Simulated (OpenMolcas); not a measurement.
# OpenMolcas run: Se IV

Input:

```
&GATEWAY
Coord
1

Se 0.0 0.0 0.0
Basis=ANO-R2
Group=XYZ
NoMove
AngMom=0.0 0.0 0.0
AMFI
&SEWARD
* reference wave functions (RASSCF and RASSI steps not shown): 3 electrons in 9 orbitals (RAS2 4s 4p; RAS3 4d, at most 2 electrons)
>>> COPY JOB001 $Project.JobIph
&CASPT2
Multistate=1 1
Frozen=3 6
IPEA=0.25
Imaginary=0.1
MaxIter=60
WThr=0.0 0.3 0.05
PrWF=0.5
NoMix
>>> COPY JOB002 $Project.JobIph
&CASPT2
Multistate=11 1 2 3 4 5 6 7 8 9 10 11
Frozen=3 6
IPEA=0.25
Imaginary=0.1
MaxIter=60
WThr=0.0 0.3 0.05
PrWF=0.5
NoMix
>>> COPY JOB003 $Project.JobIph
&CASPT2
Multistate=3 1 2 3
Frozen=3 6
IPEA=0.25
Imaginary=0.1
MaxIter=60
WThr=0.0 0.3 0.05
PrWF=0.5
NoMix
...
```

Launched by
```bash
OMP_NUM_THREADS=1 MOLCAS_MEM=1689 MOLCAS_PROJECT=a pymolcas a.inp > a.log  # once for each step of the input, in one work folder
```

Output, cut to the results:

```
--- CASPT2 ---
Orbital specifications:
      -----------------------

      Symmetry species                           1   2
                                                ag  au
      Frozen orbitals                            3   6
      Inactive orbitals                          5   0
      Active orbitals                            6   3
      Secondary orbitals                        21  30
      Deleted orbitals                           0   0
      Number of basis functions                 35  39
Type of calculation                        SS-CASPT2
      Fock operator                              state-specific
      IPEA shift                                 0.25
      Real shift                                 0.00
      Imaginary shift                            0.10
      The input orbitals will be transformed to quasi-canonical
Reference energy:       -2425.0421300787
      E2 (Non-variational):      -0.4554756261
      Shift correction:          -0.0000303566
      E2 (Variational):          -0.4555059827
      Total energy:           -2425.4976360614
      Residual norm:              0.0000001442
      Reference weight:           0.97145
      Contributions to the CASPT2 correlation energy
      Active & Virtual Only:         -0.0036550116
      One Inactive Excited:          -0.0708160587
      Two Inactive Excited:          -0.3810045559
::    CASPT2 Root  1     Total energy:  -2425.49763606
--- CASPT2 ---
Orbital specifications:
      -----------------------

      Symmetry species                           1   2
                                                ag  au
      Frozen orbitals                            3   6
      Inactive orbitals                          5   0
      Active orbitals                            6   3
      Secondary orbitals                        21  30
      Deleted orbitals                           0   0
      Number of basis functions                 35  39
Type of calculation                        MS-CASPT2
      Fock operator                              state-specific
      IPEA shift                                 0.25
      Real shift                                 0.00
      Imaginary shift                            0.10
      The input orbitals will be transformed to quasi-canonical
Reference energy:       -2425.9658001631
      E2 (Non-variational):      -0.4619665174
      Shift correction:          -0.0000335159
      E2 (Variational):          -0.4620000334
      Total energy:           -2426.4278001964
      Residual norm:              0.0000000384
      Reference weight:           0.97042
      Contributions to the CASPT2 correlation energy
      Active & Virtual Only:         -0.0110541218
      One Inactive Excited:          -0.0683412562
      Two Inactive Excited:          -0.3825711394
Reference energy:       -2425.9658001631
      E2 (Non-variational):      -0.4619695767
      Shift correction:          -0.0000335239
      E2 (Variational):          -0.4620031006
      Total energy:           -2426.4278032637
      Residual norm:              0.0000000385
      Reference weight:           0.97042
      Contributions to the CASPT2 correlation energy
      Active & Virtual Only:         -0.0110570516
      One Inactive Excited:          -0.0683413859
      Two Inactive Excited:          -0.3825711392
::    CASPT2 Root  1     Total energy:  -2426.42780020
::    CASPT2 Root  2     Total energy:  -2426.42780326
::    CASPT2 Root  3     Total energy:  -2426.42780099
::    CASPT2 Root  4     Total energy:  -2425.51455836
::    CASPT2 Root  5     Total energy:  -2425.51455653
::    CASPT2 Root  6     Total energy:  -2425.51454747
::    CASPT2 Root  7     Total energy:  -2425.51456428
::    CASPT2 Root  8     Total energy:  -2425.51455405
::    CASPT2 Root  9     Total energy:  -2425.41391373
::    CASPT2 Root 10     Total energy:  -2425.41392606
::    CASPT2 Root 11     Total energy:  -2425.41391217
::    MS-CASPT2 Root  1     Total energy:  -2426.42814645
::    MS-CASPT2 Root  2     Total energy:  -2426.42814408
::    MS-CASPT2 Root  3     Total energy:  -2426.42814354
::    MS-CASPT2 Root  4     Total energy:  -2425.51462293
::    MS-CASPT2 Root  5     Total energy:  -2425.51458437
::    MS-CASPT2 Root  6     Total energy:  -2425.51455588
::    MS-CASPT2 Root  7     Total energy:  -2425.51451810
::    MS-CASPT2 Root  8     Total energy:  -2425.51449940
::    MS-CASPT2 Root  9     Total energy:  -2425.41358263
::    MS-CASPT2 Root 10     Total energy:  -2425.41357062
::    MS-CASPT2 Root 11     Total energy:  -2425.41356910
--- CASPT2 ---
Orbital specifications:
      -----------------------

      Symmetry species                           1   2
                                                ag  au
      Frozen orbitals                            3   6
      Inactive orbitals                          5   0
      Active orbitals                            6   3
      Secondary orbitals                        21  30
      Deleted orbitals                           0   0
      Number of basis functions                 35  39
Type of calculation                        MS-CASPT2
      Fock operator                              state-specific
      IPEA shift                                 0.25
      Real shift                                 0.00
      Imaginary shift                            0.10
      The input orbitals will be transformed to quasi-canonical
Reference energy:       -2425.6295124913
      E2 (Non-variational):      -0.4433723723
      Shift correction:          -0.0000261493
      E2 (Variational):          -0.4433985216
      Total energy:           -2426.0729110129
      Residual norm:              0.0000001504
      Reference weight:           0.97340
      Contributions to the CASPT2 correlation energy
      Active & Virtual Only:         -0.0033968313
      One Inactive Excited:          -0.0577286410
      Two Inactive Excited:          -0.3822469000
Reference energy:       -2425.6295124913
...
```

Levels above the lowest, from the spin-orbit matrix with the single-state CASPT2 energies, averaged by term, on its diagonal:

```
Configuration  Term    J  E (cm-1)  Measured (cm-1)  Term weight %  Second
       4s2 4p   2P*  1/2       0.0              0.0            100        
       4s2 4p   2P*  3/2      3833             4376            100        
       4s 4p2    4P  1/2     78039                             100        
       4s 4p2    4P  3/2     79523                             100        
       4s 4p2    4P  5/2     81642                              99        
       4s 4p2    2D  3/2    103265           104211            100        
       4s 4p2    2D  5/2    103570           104706             99        
       4s 4p2    2S  1/2    128259           128787             90   10 2P
       4s 4p2    2P  1/2    135082           136134             90   10 2S
       4s 4p2    2P  3/2    137047           138354            100
```

Against the 6 measured excited levels shown (Moore, Atomic Energy Levels, vol. II, NSRDS-NBS 35 (1971 reprint of NBS Circular 467, 1952)) the mean absolute deviation is 920 cm-1; the largest miss in energy is 4s 4p2 2P 3/2: computed 137047, measured 138354 cm-1 (-0.9 %), and the largest in proportion 4s2 4p 2P* 3/2 (-12.4 %).

Active for correlation alone: 4d; no level in the range computed is led by a configuration that fills it, so any true level of that kind is missing. Computed and measured levels are paired by configuration, term and J; levels that our copy of the source lacks, or whose pairing is in doubt (as where it misses far off the trend of its configuration), stay unpaired and out of the deviations. Only configurations of the active space appear. The first state left out of the spin-orbit step lies near 180000 cm-1 above the lowest spin-free state of the reference (among the parities and spins computed), and the list stops at four fifths of that energy or lower.

The term weight is that of the spin-free term in the level, not the purity of its configuration. * marks odd parity.
